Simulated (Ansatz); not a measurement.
TaO2⁻. Total charge -1; singlet. Geometry PBE-D4/def2-TZVPD; atoms count from 1.

```xyz
3

Ta    0.317    1.607   -0.124
O    -0.028   -0.146    0.012
O    -0.289   -1.461    0.112
```

In the def2 sets Ta takes a core potential; there is no spin–orbit coupling. The structure holds one bond between oxygen atoms, so isomers without such links may lie far lower. The restricted singlet is unstable towards broken spin symmetry at other levels; at PBE0-D4/def2-TZVPD this wasn't settled. The highest occupied level of the charge -1 singlet lies above zero (up to 0.56 eV). The electron is either unbound and held by the finite basis, or the level is raised by self-interaction error. Another isomer (singlet) lies 7.97 eV lower at PBE0-D4/def2-TZVPD; other spin states weren't run for this one.

Question: Estimate the Mulliken populations from the PBE0/def2-TZVPD orbitals of Ansatz.

Answer: 
```csv
atom,charge (e),d electrons
Ta1,-0.71,3.18
O2,0.28,–
O3,-0.57,–
```
Mulliken values depend strongly on the basis. With diffuse functions, as here, like atoms can get unlike values, and bond orders can come out too low or too high.

Question: And the Mayer bond orders between heavy atoms (over 0.3)?

Answer: Ta1–O2 0.43 (1.79 Å); Ta1–O3 0.39 (3.14 Å); O2–O3 0.56 (1.34 Å).
